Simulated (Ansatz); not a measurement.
Molecule: SbI2, charge 1, multiplicity 1. 
Geometry from a B3LYP-D3(BJ)/def2-TZVP (Ansatz, a first-principles code) optimisation:
```xyz
3

Sb     0.0328     0.0167     1.1047
I      0.9564    -1.8398    -0.5328
I     -0.9880     1.8237    -0.5302
```
Charge +1, spin multiplicity 1.

Basis-set convergence of Hartree-Fock and CCSD(T) correlation energies (hartree) with Ansatz. Valence correlation only, unless marked. Spin-orbit coupling is left out. The frozen core is the preceding noble-gas configuration, with the filled d and f shells of earlier blocks. In def2 rows, elements after Kr have scalar-relativistic effective core potentials.

The T1 diagnostic of CCSD in the largest basis is 0.025, which is high, so the coupled-cluster rows are less sure than usual.

| basis | functions | E(HF) | E(corr, CCSD(T)) |
|---|---|---|---|
| def2-SVP | 78 | -832.35111 | -0.31212 |
| def2-TZVPP | 150 | -832.38633 | -0.42199 |
| def2-QZVPP | 246 | -832.39188 | -0.47088 |

Extrapolating the two largest sets (X = 3 and 4) as X^-3: E(corr) = (64·(-0.47088) - 27·(-0.42199))/37 = -0.5066 Eh, an estimate of the basis-set limit. The largest set recovers 93.0 % of it, the smallest 61.6 %.
